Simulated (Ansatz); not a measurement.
Ligand exchange: SnH(CH3)2(OH) + SiH3F → SnH(CH3)2(SiH3) + HOF

Species: SnH(CH3)2(OH), singlet; SiH3F `F[SiH3]`, singlet; SnH(CH3)2(SiH3), singlet; HOF (hypofluorous acid) `OF`, singlet. The partners trade OH for SiH3: Sn–OH and F–SiH3 bonds give way to Sn–SiH3 and F–OH.

Shapes, held fixed at every level: PBE0-D4/def2-TZVP. Flexible molecules stand in one conformer, not always the lowest. Programs: Ansatz 0.2.0. Electronic energies: no zero-point or thermal term.

Question: Estimate ΔE of this reaction.

Answer: The highest level, CCSD(T)/def2-TZVPP, gives ΔE = +543.8 kJ/mol; the levels span +495.2 to +553.4. The column of differences is taken from that level and isn't an error. No measured value is set beside it here. For atoms past krypton def2 sets carry core potentials with scalar relativity. Correlated rows may include outer-core shells of Sn, which these sets cover unevenly.

```json
{"level": "PBE-D4/def2-TZVPP", "kind": "GGA", "ΔE (kJ/mol)": "+495.2", "less CCSD(T)/def2-TZVPP": "-48.6"}
{"level": "r2SCAN-D4/def2-TZVPP", "kind": "meta-GGA", "ΔE (kJ/mol)": "+532.6", "less CCSD(T)/def2-TZVPP": "-11.2"}
{"level": "B3LYP-D4/def2-TZVPP", "kind": "global hybrid", "ΔE (kJ/mol)": "+532.0", "less CCSD(T)/def2-TZVPP": "-11.8"}
{"level": "PBE0-D4/def2-TZVPP", "kind": "global hybrid", "ΔE (kJ/mol)": "+518.0", "less CCSD(T)/def2-TZVPP": "-25.8"}
{"level": "wB97M-V/def2-TZVPP", "kind": "range-separated hybrid", "ΔE (kJ/mol)": "+540.2", "less CCSD(T)/def2-TZVPP": "-3.6"}
{"level": "wB97X-V/def2-TZVPP", "kind": "range-separated hybrid", "ΔE (kJ/mol)": "+536.0", "less CCSD(T)/def2-TZVPP": "-7.8"}
{"level": "B2PLYP/def2-TZVPP", "kind": "double hybrid", "ΔE (kJ/mol)": "+553.4", "less CCSD(T)/def2-TZVPP": "+9.6"}
{"level": "CCSD(T)/def2-TZVPP", "kind": "coupled cluster or CI", "ΔE (kJ/mol)": "+543.8", "less CCSD(T)/def2-TZVPP": "0.0"}
```
